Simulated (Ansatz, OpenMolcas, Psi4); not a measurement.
## A ladder of methods for InNH4 (SMILES [NH2][InH2])

The species is InNH4 (6 atoms), meant as a singlet with charge 0. As SMILES, `[NH2][InH2]`. The shape is that of a PBE0-D4/def2-TZVP optimisation.

Each level gives the electronic atomisation energy (eV). The values are calculated. Electronic energies at fixed atoms, without zero-point motion or spin-orbit coupling.

| level | kind | program | value (eV) | CPU time (all runs) |
| --- | --- | --- | --- | --- |
| HF/def2-SVP (core potential) | Hartree–Fock | Ansatz | 10.15 | 2.5 s |
| SVWN5/def2-SVP (core potential) | LDA | Psi4 | 17.83 | 16 s |
| BLYP/def2-SVP (core potential) | GGA | Psi4 | 15.23 | 21 s |
| revPBE/def2-SVP (core potential) | GGA | Psi4 | 14.91 | 22 s |
| r2SCAN/def2-SVP (core potential) | meta-GGA | OpenMolcas | 15.33 | 27 s |
| B3LYP/def2-SVP (core potential) | global hybrid | Ansatz | 15.31 | 10 s |
| wB97M-V/def2-SVP (core potential) | range-separated hybrid | Ansatz | 15.77 | 84 s |
| wB97X/def2-SVP (core potential) | range-separated hybrid | Ansatz | 15.54 | 38 s |
| PBE-QIDH/def2-SVP (core potential) | double hybrid | Ansatz | 14.97 | 12 s |
| RPA@PBE/def2-SVP (core potential) | RPA | Ansatz | 14.28 | 18 s |

The values span 10.15 to 17.83 eV. Times are those of the runs behind each value, whatever else they computed, on shared processors of several kinds: orders of magnitude only.
